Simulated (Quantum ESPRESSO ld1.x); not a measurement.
Values are calculated unless marked as measured or tabulated.
All-electron atom: Pd XII in [Ar] 3d10 4s2 4p5. Code: ld1.x of Quantum ESPRESSO 7.5. Model: scalar-relativistic Kohn-Sham, LDA (Slater exchange, VWN5 correlation), spin-polarised, spherical densities, point nucleus; open shells are filled with parallel spins first.

X-ray form factor f0, the Fourier transform of the density (f0(0) = 35):

| sin(theta)/lambda (1/angstrom) | f0 (electrons) |
|---|---|
| 0.05 | 34.827 |
| 0.1 | 34.318 |
| 0.15 | 33.507 |
| 0.2 | 32.442 |
| 0.25 | 31.185 |
| 0.3 | 29.800 |
| 0.4 | 26.887 |
| 0.5 | 24.097 |
| 0.6 | 21.633 |
| 0.8 | 17.732 |
| 1 | 14.721 |
| 1.25 | 11.623 |
| 1.5 | 9.212 |
| 2 | 6.437 |
